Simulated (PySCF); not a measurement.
SMILES F[Si](F)(F)[Si](C)(C)C, GFN2-xTB optimised geometry.

```
17

C      1.28     1.36     1.56
Si     0.65     0.46     0.00
C      1.28     1.36    -1.56
C      1.28    -1.34     0.00
Si    -1.65     0.46     0.00
F     -2.37    -0.25    -1.23
F     -2.37     1.88     0.00
F     -2.37    -0.25     1.23
H      0.94     2.39     1.59
H      2.37     1.38     1.59
H      0.94     0.87     2.47
H      0.94     2.39    -1.59
H      0.94     0.88    -2.47
H      2.37     1.38    -1.59
H      2.37    -1.37     0.00
H      0.94    -1.88     0.87
H      0.94    -1.88    -0.88
```

Density from PBE0/def2-SVP in PySCF 2.14.0 at that geometry.

Minimum of the electron density along straight lines between bonded atoms, close to the bond critical point (lines longer than 1.1 times the sum of covalent radii, or with two minima, are not listed):

```
bond    length / Å  ρ at the minimum / e bohr⁻³  ∇²ρ there / e bohr⁻⁵  position (fraction from the first atom)
------  ----------  ---------------------------  --------------------  ---------------------------------------
C1–Si2       1.909                        0.110                  0.29                                     0.62
Si2–C3       1.909                        0.110                  0.29                                     0.38
Si2–C4       1.909                        0.110                  0.29                                     0.38
Si5–F6       1.595                        0.123                  1.16                                     0.42
Si5–F7       1.595                        0.123                  1.16                                     0.42
Si5–F8       1.595                        0.123                  1.16                                     0.42
C1–H9        1.087                        0.272                 -0.98                                     0.63
C1–H10       1.086                        0.271                 -0.97                                     0.63
C1–H11       1.087                        0.272                 -0.98                                     0.63
C3–H12       1.087                        0.272                 -0.98                                     0.63
C3–H13       1.087                        0.272                 -0.98                                     0.63
C3–H14       1.086                        0.271                 -0.97                                     0.63
C4–H15       1.086                        0.271                 -0.97                                     0.63
C4–H16       1.087                        0.272                 -0.98                                     0.63
C4–H17       1.087                        0.272                 -0.98                                     0.63
```
